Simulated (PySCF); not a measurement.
# Unknown compound

The spectra below were simulated for a compound C4H8ClNSi2.

1H NMR (600 MHz, computed): δ 7.13 (br s, 1H), 6.88 (br s, 1H), 3.59 (s, 3H), 0.82 (s, 3H).

13C{1H} NMR (computed): δ 156.9 (CH2), 129.3 (C), 122.9 (C), 6.1 (CH3).

PySCF calculation with shielding tensors at PBE0/pcSseg-1 (GIAO) and geometry from GFN2-xTB; relativity neglected, equivalent nuclei averaged, a single conformation, gas phase.

Referencing at the same level of theory: 1H (σ = 31.72 ppm) and 13C (σ = 186.93 ppm) against TMS.

**Question.** What is the structure?

**Answer.** 
The formula gives 3 degrees of unsaturation (no ring in the answer). 4 carbon signals for 4 carbons: no two carbons are equivalent. Carbon types of the structure: 2 × C, 1 × CH2, 1 × CH3, leaving 3 H on heteroatoms. δC 156.9: terminal =CH2 carbon; as expected for a trigonal carbon in a double bond. δC 129.3: fully substituted alkene carbon; the olefinic region. δC 122.9: nitrile carbon; this is the usual window of a C≡N carbon, which has no attached hydrogen. δC 6.1: methyl carbon bonded to Si; an electropositive neighbour leaves it electron-rich and shielded. δH 7.13, 6.88: hydrogen on a terminal =CH2 carbon; a vinylic proton, deshielded by the sp2 carbon and the C=C anisotropy. δH 3.59: hydrogen on a silicon bonded to Si. δH 0.82: hydrogen on a methyl carbon bonded to Si; an electropositive neighbour shields it, as in TMS itself.

These data were computed for `InChI=1S/C4H8ClNSi2/c1-4(3-6)8(2,5)7/h1H2,2,7H3/t8-/m0/s1`.

The data come from this structure; uniqueness wasn't tested.

Shifts are as computed. Against solution values, carbons near 30 ppm lie about +3 ppm off and those near 130 ppm about +5 ppm. Of 1309 compounds with measured shifts, 239 miss one by over three times the rms of a fit or turn the order of signals round; such compounds aren't used in these exercises. Multiplicities follow the n + 1 count of equivalent neighbours, as no J values were calculated; m marks all less simple cases, F and P coupling included.
